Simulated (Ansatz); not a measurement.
**Energy profile**

The step: BHCl₂ ([Cl][BH][Cl]) + NH₃ → BNH₂Cl₂ ([NH2][B]([Cl])[Cl]) + H₂; bonds formed: H2–H5; dative contacts that become bonds: B1–N6; bonds broken: B1–H2, H5–N6 (atoms numbered as in the saddle structure below).

B1  (-0.005, -0.194, -0.555)
H2  (0.849, 0.846, -0.870)
Cl3  (0.953, -1.670, -0.921)
Cl4  (-1.476, 0.139, -1.532)
H5  (0.632, 0.882, 0.100)
N6  (-0.158, 0.108, 0.945)
H7  (-1.060, 0.438, 1.250)
H8  (0.265, -0.549, 1.583)
(Å)

Electronic energies by CCSD(T) at an estimated basis limit (MP2 extrapolated from triple and quadruple zeta, plus CCSD(T) − MP2 in triple zeta), on PBE0-D4/def2-TZVP structures; BNH$_{4}$Cl$_{2}$, singlet; no counterpoise correction. Program: Ansatz 0.2.0. Basis: def2-TZVPP and def2-QZVPP. Cores are frozen in the correlated methods. Extrapolation: Hartree–Fock as exp(−7.88 √X), correlation as X^−2.97.

(1) Give the profile in kJ/mol, counted from the separated reactants. (An estimate is asked for; the value comes from the calculation.)

The T1 diagnostic stays at or below 0.012. The end structure is not quite a true minimum (one mode of 54i cm⁻¹).

Answers

(1) Computed:
| point | kJ/mol |
| --- | --- |
| separated: BHCl$_{2}$ (linked as [Cl][BH][Cl]; B1, H2, Cl3, Cl4; singlet) + NH$_{3}$ (H5, N6, H7, H8; singlet) | 0.0 |
| start structure | -116.3 |
| saddle | 84.9 |
| end structure | -103.6 |
| separated: BNH$_{2}$Cl$_{2}$ (linked as [NH2][B]([Cl])[Cl]; B1, Cl3, Cl4, N6, H7, H8; singlet) + H$_{2}$ (H2, H5; singlet) | -101.3 |

The step is the kind of exchange with an N–H group that builds nitride films in atomic layer and chemical vapour deposition.

For scale, one of the runs: CCSD(T)/def2-TZVPP, 202 basis functions, launched by `ansatz run in.yaml --threads 4 --pin off --events-out ev --progress --plain --max-ram 9574MiB`. Time: 39 s of wall clock on 4 CPU threads of an Arm Neoverse V2; the host was shared. Peak host memory: 2.4 GiB.
